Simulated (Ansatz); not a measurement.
C₂H₄BF₃O (`BOCC(F)(F)F`) at its PBE0-D4/def2-TZVP geometry, where that method's forces vanish. Total charge 0; spin multiplicity 1.

```xyz
11

B    -0.6782    1.7898    0.4844
O     0.2930    1.0531   -0.0891
C     0.5772   -0.2509    0.3338
C     0.1644   -1.2437   -0.7330
F     0.7978   -1.0361   -1.8863
F    -1.1483   -1.1864   -0.9750
F     0.4526   -2.4840   -0.3205
H    -1.2973    1.3437    1.4117
H    -0.8600    2.8785    0.0307
H     0.0457   -0.5081    1.2549
H     1.6531   -0.3560    0.4885
```

Task: What forces (eV/Å) does PBE-D4/def2-TZVPP give on these atoms in Ansatz 0.2.0? (An estimate is asked.)

Result: Computed: 
```
B1  -0.234  0.179  0.141
O2   0.190  0.359 -0.330
C3   0.099 -0.231  0.173
C4   0.136  0.315  0.346
F5   0.477  0.185 -0.823
F6  -0.942  0.072 -0.150
F7   0.223 -0.878  0.334
H8  -0.067 -0.054  0.107
H9  -0.010  0.121 -0.064
H10 -0.108 -0.053  0.221
H11  0.236 -0.015  0.047
```
